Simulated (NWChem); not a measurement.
System: CH3GeIO, singlet; SMILES [O]([Ge][I])C

```xyz
7

Ge     0.8500     1.1124     0.0002
I     -0.2390    -1.2552    -0.0001
O     -0.5540     2.1800    -0.0003
C     -1.9474     2.0288    -0.0010
H     -2.2509     0.9679     0.0014
H     -2.3707     2.5214     0.8897
H     -2.3695     2.5169    -0.8947
```
Atoms are numbered in this order, from 1.

Level: PBE0/def2-SVP with def2 effective core potentials on I (NWChem), optimised geometry, unscaled harmonic frequencies. Low-valent species are run as closed-shell singlets; no triplet was tried in these runs. def2 effective core potentials on I; no spin-orbit coupling.

```
frequency (cm⁻¹)  IR intensity (km/mol)
----------------  ---------------------
76                                  0.0
123                                 2.4
164                                12.2
213                                21.5
299                                32.1
595                                83.3
1153                              175.6
1170                                2.1
1186                               51.7
1457                               11.2
1467                                2.9
1468                                6.4
3030                               56.1
3129                               12.7
3133                               19.9
```

```
Quantity                                                                           Result
-----------------------------------------------------------------------  ----------------
zero-point energy                                                           26.7 kcal/mol
thermal correction to the enthalpy at 298.15 K (with zero-point energy)     31.1 kcal/mol
heat capacity Cv                                                         17.2 cal/(mol K)
entropy at 298.15 K and 1 atm (symmetry number 1)                        84.5 cal/(mol K)
```

Rigid rotor and harmonic oscillator; modes under 100 cm⁻¹ make the entropy uncertain.
